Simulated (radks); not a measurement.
The rhenium anion Re- inside a hard spherical wall (all orbitals vanish at R), configuration held at [Xe] 4f14 5d6 6s2 and not refilled when levels cross. Method: scalar-relativistic Kohn-Sham, LDA (Slater exchange, Perdew-Wang correlation), spin-polarised, spherical densities, finite nucleus; open shells are filled with parallel spins first (spin-orbit coupling, left out, can overturn this in heavy ions); Fermi nuclear charge, rms radius 5.3698 fm; computed with a radial shooting solver on a logarithmic mesh with Libxc functionals. Eigenvalues in eV for spin up, with the zero of energy where the potential of the charges vanishes at infinity; a dash marks a level that is unbound or too diffuse for the functional's potential to be trusted. A positive occupied level is held by the wall or, in an anion where self-interaction has pushed it up, behind a barrier. The pressure on the wall is -dE/dV.

R (bohr)  E (hartree)  kinetic (hartree)    e(5p)    e(4f)   e(6s)   e(5d)  e(6p, empty)  e(7s, empty)  pressure (GPa)
10        -16679.9456          18420.566  -39.583  -34.167  -0.208   1.266         3.568         5.547          0.0731
6         -16679.8444          18421.039  -36.745  -31.264   2.173   3.801         7.601        18.043            6.42
5         -16679.6661          18421.773  -33.978  -28.317   4.920   6.285        11.709        29.722            27.8
4         -16679.0777          18423.962  -28.297  -21.997  12.007  11.721        21.778        56.063             154
3         -16676.6149          18432.634  -15.600   -6.952  35.333  25.902        52.922        128.42            1310
2         -16659.6200          18490.801   29.074   42.837  153.07  82.964        192.35        409.26           25900
